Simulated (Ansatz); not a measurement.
Program: Ansatz 0.2.0.

A structure relaxed at PBE0-D4/def2-TZVP, charge 0, multiplicity 1:

Cartesian coordinates in Å:
```
O -1.793 0.997 2.715
C -1.030 0.438 2.039
N -0.237 -0.153 1.370
Si 0.732 -0.750 0.108
N 0.354 0.028 -1.354
C -0.106 0.725 -2.207
O -0.535 1.390 -3.059
H 0.469 -2.194 -0.045
H 2.146 -0.481 0.433
```

Problem. Give its formula and SMILES.

Solution. C2H2N2O2Si, `O=C=N[SiH2]N=C=O`.

Problem. Point group (tolerance 0.08 Å, 0.16 Å for H)?

Solution. C2v.

Problem. Summarise the bond lengths by kind.

Solution. 2 × C–O 1.162 Å; 2 × C–N 1.194 Å; 2 × N–Si 1.699 Å; 2 × H–Si 1.475 Å.
